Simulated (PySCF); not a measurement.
## Distorted geometries of [Yb(NH3)3]3+

[Yb(NH3)3]3+ (singlet in the valence; each metal's 4f electrons, 13 of them, lie in its core potential, out of spins and levels). PySCF 2.14.0, RKS BP86, Yb lcecp-1-SVP with ECP59, N def2-SVP, H def2-SVP; non-relativistic Hamiltonian with scalar-relativistic core potentials where named; density fitting; no spin-orbit coupling. Relaxed geometry:

```xyz
13

Yb    0.0000    0.0000    0.7415
N     2.2348    0.0001    0.0106
H     2.9371   -0.3003    0.7305
H     2.4613   -0.6229   -0.8015
H     2.6103    0.9281   -0.2996
N    -1.1175    1.9353    0.0106
H    -1.2085    2.6938    0.7305
H    -0.6912    2.4430   -0.8015
H    -2.1089    1.7966   -0.2996
N    -1.1173   -1.9354    0.0106
H    -1.7286   -2.3935    0.7305
H    -1.7701   -1.8201   -0.8015
H    -0.5014   -2.7247   -0.2996
```

Q: Order these distorted geometries by energy above the relaxed one, lowest first.
A.
```xyz
13

Yb    0.0373    0.0644    0.7689
N     2.2472   -0.0126    0.0086
H     2.9395   -0.2476    0.6654
H     2.5305   -0.6154   -0.8603
H     2.6144    0.9047   -0.2640
N    -1.1257    1.9436    0.0527
H    -1.2258    2.7126    0.6221
H    -0.6887    2.4319   -0.7560
H    -2.1522    1.7947   -0.2806
N    -1.0478   -1.9432    0.0328
H    -1.8500   -2.3404    0.7444
H    -1.7629   -1.8396   -0.8439
H    -0.5159   -2.8530   -0.2284
```
B.
```xyz
13

Yb   -0.0148   -0.0228    0.7096
N     2.1638   -0.0242    0.0838
H     2.8111   -0.2554    0.7343
H     2.4806   -0.6521   -0.8252
H     2.6262    0.9872   -0.2818
N    -1.0650    1.9629   -0.0500
H    -1.1562    2.6890    0.8580
H    -0.6524    2.4168   -0.7795
H    -2.1459    1.7561   -0.2699
N    -1.1247   -2.0318   -0.0710
H    -1.6453   -2.3983    0.6784
H    -1.8360   -1.7570   -0.8007
H    -0.4413   -2.6703   -0.3243
```
C.
```xyz
13

Yb    0.1195   -0.2043    0.7914
N     2.3779   -0.1341   -0.0773
H     2.9679   -0.3380    0.7148
H     2.5622   -0.5807   -0.6854
H     2.6746    0.8633   -0.1813
N    -1.3350    1.9822    0.0442
H    -1.2296    2.8441    0.9191
H    -0.7294    2.6083   -0.8939
H    -2.2366    1.8025   -0.3692
N    -1.1693   -1.8422   -0.0190
H    -1.7220   -2.5540    0.6791
H    -1.7728   -1.6907   -0.9423
H    -0.5074   -2.7566   -0.3186
```

A: A (0.75 eV), B (1.62 eV), C (5.04 eV).

Q: Which forces (eV/Å) act in the one that lies 0.75 eV up?

A: 
```
Yb  -0.15 -0.85 -0.03
N   -1.48 -0.34 -2.87
H    1.96 -1.15  2.18
H   -0.54  0.68  1.19
H    0.15  0.98 -0.50
N   -0.91 -2.95 -2.97
H   -0.48  3.15  3.06
H    0.07 -0.13 -0.57
H    1.26  0.10  0.32
N   -3.23 -1.26 -0.50
H    2.02  0.76 -1.26
H    1.80 -0.12  1.58
H   -0.48  1.13  0.36
```
Forces carry noise of the integration grid, about 0.01 to 0.03 eV/Å.

An lcecp potential fixes the number of 4f electrons, so in runs with it no electron can move into or out of that shell.
